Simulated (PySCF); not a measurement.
# Calcium: a sound run and one with changed settings

Sound run: Ca+ [Ar] 4s1, Ca(2+) [Ar]. Calculation: PySCF 2.14, in aug-cc-pVDZ-X2C; scalar relativity by spin-free X2C-1e. The sound run starts from symmetry-adapted Hartree-Fock orbitals and uses a fine grid where one is needed.

Changed run: radial step 0.3 in ln r (0.13 in the sound run). This setting is unsound on purpose.

| species | method | sound run (hartree) | changed run (hartree) | converged |
| --- | --- | --- | --- | --- |
| Ca+ | UHF | -679.44009 | -679.44009 | yes |
| Ca+ | TPSS | -680.24289 | -680.24751 | yes |
| Ca+ | LDA | -678.34887 | -678.34870 | yes |
| Ca(2+) | UHF | -679.02303 | -679.02303 | yes |
| Ca(2+) | TPSS | -679.81209 | -679.81679 | yes |
| Ca(2+) | LDA | -677.90429 | -677.90410 | yes |

Ionisation energy of Ca+:

| method | sound run (eV) | changed run (eV) |
| --- | --- | --- |
| UHF | 11.349 | 11.349 |
| TPSS | 11.723 | 11.721 |
| LDA | 12.098 | 12.098 |

A coarse radial grid mis-integrates the density and the exchange-correlation energy, with errors of either sign; Hartree-Fock needs no grid.

For comparison, NIST gives 11.872 eV between the lowest levels.
